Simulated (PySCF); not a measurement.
# Electron correlation in Si (silicon, neutral)

[Ne] 3s1 3p2 4s1, high-spin 5P determinant (an excited configuration). Calculation: PySCF 2.14, in aug-cc-pV(T+d)Z; the non-relativistic Hamiltonian (point nucleus). Frozen: [Ne]; 4 electrons correlated.

MP2 pair energies summed by pair of shells (mhartree):

| pair | energy | share (%) |
| --- | --- | --- |
| 3p-3p | -6.10 | 38.1 |
| 3p-4s | -5.13 | 32.0 |
| 3s-3p | -3.79 | 23.7 |
| 3s-4s | -0.99 | 6.2 |

Total MP2 correlation energy: -16.01 mhartree.

Same-spin part -16.01 and opposite-spin part 0.00 mhartree; SCS-MP2 scales them by 1/3 and 6/5 to -5.34 mhartree.
